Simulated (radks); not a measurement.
All-electron atom: Ru3+ in [Kr] 4d5.

Method: Dirac Kohn-Sham, B86b exchange with PBE correlation, spin-unpolarised, spherical densities, finite nucleus; open shells fill j = l - 1/2 first; Fermi nuclear charge, rms radius 4.4809 fm; computed with a radial shooting solver on a logarithmic mesh with Libxc functionals.

Energy parts (hartree):
part                        energy
total                  -4530.02919
kinetic                 4714.12488
electron-nucleus      -10905.80000
Hartree                 1794.84640
exchange-correlation    -133.20049

Orbitals (lengths in bohr, moments of r in powers of bohr):
\begin{tabular}{lrrr}
orbital & occ. & eigenvalue (hartree) & <r^2> \\ \hline
1s1/2 & 2 & -807.1479 & 0.001509 \\
2s1/2 & 2 & -117.1438 & 0.02495 \\
2p1/2 & 2 & -108.3403 & 0.01876 \\
2p3/2 & 4 & -103.5278 & 0.02011 \\
3s1/2 & 2 & -21.70166 & 0.1855 \\
3p1/2 & 2 & -18.28633 & 0.1822 \\
3p3/2 & 4 & -17.46959 & 0.1919 \\
3d3/2 & 4 & -11.42630 & 0.1748 \\
3d5/2 & 6 & -11.26716 & 0.1779 \\
4s1/2 & 2 & -4.07674 & 1.156 \\
4p1/2 & 2 & -3.05021 & 1.356 \\
4p3/2 & 4 & -2.92204 & 1.427 \\
4d3/2 & 4 & -1.37925 & 2.417 \\
4d5/2 & 1 & -1.36403 & 2.459 \\
5s1/2 & 0 & -1.05481 & 7.166 \\
5p1/2 & 0 & -0.81977 & 9.429 \\
5p3/2 & 0 & -0.80172 & 9.807 \\
\end{tabular}

The highest occupied level is 4d5/2 at -37.117 eV. The electron density at the nucleus is 1.101e+05 e/bohr^3.
